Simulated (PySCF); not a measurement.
**Two-photon absorption: 4-(methylthio)pyridine (SMILES CSc1ccncc1)**

Molfile (atoms numbered from 1):
```
C6H7NS
     RDKit          3D

 15 15  0  0  0  0  0  0  0  0999 V2000
    2.7800    0.3139   -0.1432 C   0  0  0  0  0  0  0  0  0  0  0  0
    1.7208   -1.1316   -0.2943 S   0  0  0  0  0  0  0  0  0  0  0  0
    0.1110   -0.4745   -0.0739 C   0  0  0  0  0  0  0  0  0  0  0  0
   -0.9659   -1.3716   -0.1421 C   0  0  0  0  0  0  0  0  0  0  0  0
   -2.2555   -0.8837    0.0289 C   0  0  0  0  0  0  0  0  0  0  0  0
   -2.5459    0.3971    0.2569 N   0  0  0  0  0  0  0  0  0  0  0  0
   -1.5222    1.2409    0.3201 C   0  0  0  0  0  0  0  0  0  0  0  0
   -0.1860    0.8717    0.1650 C   0  0  0  0  0  0  0  0  0  0  0  0
    2.7012    0.7743    0.8523 H   0  0  0  0  0  0  0  0  0  0  0  0
    3.8052   -0.0561   -0.2801 H   0  0  0  0  0  0  0  0  0  0  0  0
    2.5664    1.0581   -0.9241 H   0  0  0  0  0  0  0  0  0  0  0  0
   -0.7969   -2.4352   -0.3265 H   0  0  0  0  0  0  0  0  0  0  0  0
   -3.1044   -1.5757   -0.0224 H   0  0  0  0  0  0  0  0  0  0  0  0
   -1.7671    2.2934    0.5077 H   0  0  0  0  0  0  0  0  0  0  0  0
    0.5925    1.6319    0.2326 H   0  0  0  0  0  0  0  0  0  0  0  0
  1  2  1  0
  2  3  1  0
  3  4  2  0
  4  5  1  0
  5  6  2  0
  6  7  1  0
  7  8  2  0
  8  3  1  0
  1  9  1  0
  1 10  1  0
  1 11  1  0
  4 12  1  0
  5 13  1  0
  7 14  1  0
  8 15  1  0
M  END
```

Level of theory: TDDFT CAM-B3LYP/aug-cc-pVDZ excited states, vertical, gas phase (PySCF). Geometry: PBE0-D3(BJ)/def2-SVP.

Singlets 1 and 2 lie within 0.01 eV of each other, so their separate moments and overlaps can depend on how they mix.

(1) How strongly do the lowest singlets absorb one photon, and two photons of half the energy?

Results:

(1) δ for parallel linear polarisation; σ at the peak of a Lorentzian of half width 0.1 eV, single beam; Ω is circular over linear.
| state | E (eV) | f | photon λ (nm) | δ (au) | σ (GM) | Ω | main |
| --- | --- | --- | --- | --- | --- | --- | --- |
| S1 | 5.18 | 0.009 | 478 | 30.3 | 0.30 | 1.41 | HOMO→LUMO+2 0.62, HOMO−2→LUMO+1 0.23 |
| S2 | 5.19 | 0.004 | 477 | 1.38 | 0.01 | 1.50 | HOMO−1→LUMO+1 0.92 |
| S3 | 5.31 | 0.217 | 467 | 277 | 2.86 | 0.81 | HOMO→LUMO+1 0.83 |
| S4 | 5.39 | 0.000 | 460 | <0.1 | 0.00 | – | HOMO−1→LUMO+2 0.95 |
| S5 | 5.45 | 0.000 | 455 | 27.7 | 0.30 | 1.50 | HOMO→LUMO 0.60, HOMO→LUMO+10 0.14 |
| S6 | 5.89 | 0.003 | 421 | 51.8 | 0.66 | 1.50 | HOMO→LUMO+3 0.42, HOMO→LUMO 0.21 |

Among these, the strongest one-photon state is S3, the strongest two-photon state S3, with a dipole change of 3.3 D (relaxed, norm of the difference vector).
